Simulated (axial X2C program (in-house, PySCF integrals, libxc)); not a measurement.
## Potential curves of RhSi⁺, two-component

All values were computed with an in-house relativistic program for diatomic molecules. Two-component (2c) means X2C with spin–orbit coupling and atomic mean-field two-electron Coulomb and Gaunt terms. Basis: Rh dyall-cv3z [12s12p8d5f3g], Si dyall-v3z [8s7p2d1f] (cores contracted in-house); Gaussian nuclei, density fitting, unrestricted open shells. Masses: Rh 102.906 u, Si 27.977 u.

State: Ω = 0 (closed shell). Energies in cm⁻¹ from the lowest point of each curve. Fits are polynomials in 1 − R0/R over 0.85 to 1.23 times the lowest point R0.

```json
{"R (Å)": "1.8373", "PBE0": "4229", "TPSSh": "4886"}
{"R (Å)": "1.8979", "PBE0": "1664", "TPSSh": "2085"}
{"R (Å)": "1.9584", "PBE0": "353", "TPSSh": "553"}
{"R (Å)": "2.0190", "PBE0": "0", "TPSSh": "0"}
{"R (Å)": "2.0897", "PBE0": "499", "TPSSh": "290"}
{"R (Å)": "2.1603", "PBE0": "1702", "TPSSh": "1312"}
{"R (Å)": "2.2512", "PBE0": "3944", "TPSSh": "3363"}
```

One determinant describes the state; a PBE0 search over occupations chose it and may have missed a lower one. Closed shells are restricted here (equal orbitals for both partners); the stretched side of such a curve lies too high.

Task: What are Re and ωe at the PBE0 level?

Result: At PBE0, 2c: Re = 2.015 Å, ωe ≈ 556 cm⁻¹; Be follows as 0.189 cm⁻¹.

Task: What are Re and ωe at the TPSSh level?

Result: At TPSSh, 2c: Re = 2.031 Å, ωe ≈ 543 cm⁻¹; Be follows as 0.186 cm⁻¹.
